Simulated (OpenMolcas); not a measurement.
Os5+: moving or changing the point charges

Os5+ among 4 point charges of -2.5 e arranged as a tetrahedron (Td), 2.1 Å from the ion.
```
   1.2124    1.2124    1.2124  -2.50
   1.2124   -1.2124   -1.2124  -2.50
  -1.2124    1.2124   -1.2124  -2.50
  -1.2124   -1.2124    1.2124  -2.50
```

```
Program             : OpenMolcas 26.06
Method              : CASSCF
Basis               : ANO-RCC-VTZP [8s7p5d3f2g1h]
Scalar Hamiltonian  : DKH2, point nucleus
Active space        : 3 electrons in 5 orbitals (5d)
State averaging     : 2S+1 = 4 even, 10 roots; 2S+1 = 2 even, 40 roots
Spin-orbit coupling : state interaction with AMFI integrals over the reference wave functions
```

Runs around this geometry, states (labels of Td). Energies in cm-1 above the lowest state or level, χT in cm3 K/mol; under a threefold ground state the first gap can be a small split of the lowest multiplet, not the spin-orbit step; 10Dq and B are least-squares fits to the states below 45000 cm-1, weighted by degeneracy, with a free offset, and given where the rms deviation is under 5 % of |10Dq| (or 100 cm-1) and under 700 cm-1; 10Dq is negative for this site.

```
R (Å)  q (e)  Ground state  First state of that spin   10Dq  B (rms of fit)  First gap with spin-orbit (degeneracies)  χT at 300 K  First state of another spin
  2.1  -1.25           4T1                  4T2 1537  -1897        901 (21)                               5631 (4, 2)        0.118                     2E 14882
 1.92   -2.5           4T1                  4T2 4089  -4837        891 (76)                               5060 (4, 2)        0.117                     2E 12580
  2.1   -2.5           4T1                  4T2 2779  -3339        897 (31)                               5318 (4, 2)        0.116                     2E 13903
 2.34   -2.5           4T1                  4T2 1712  -2090        900 (22)                               5577 (4, 2)        0.117                     2E 14787
```

Taking |10Dq| as R^-n, n = -ln(2090 / 4837) / ln(2.34 / 1.92) = 4.2 between the shortest and longest distance. The point-charge formula for a cubic d site gives n = 5.

Scaling the charges by -1.25 / -2.5 = 0.50 scales |10Dq| by 1897 / 3339 = 0.57; with fixed orbitals a first-order splitting would follow the charge.

Without dynamic correlation the repulsion within the d shell is too large (B by tens of per cent), so at a given field states of lower spin stand too high. Point charges give a weaker field than real ligands, and real ions of this kind are as a rule low spin; the high spin found here belongs to the model. Spin-orbit coupling mixes the spin-free states strongly: the lowest level takes only 46 % from its leading state, 4T1 (figures for R = 2.1, q = -1.25; the like holds for R = 1.92, q = -2.5, R = 2.1, q = -2.5, R = 2.34, q = -2.5). The ground term spreads over less than 5000 cm-1, several times less than with real ligands, so orbital moments are less quenched and χT lies further from the spin-only value than at real sites (holds for R = 2.1, q = -1.25; R = 2.34, q = -2.5). Point charges carry no covalency, so the field is a model and not that of real ligands. No measured value stands beside these numbers.
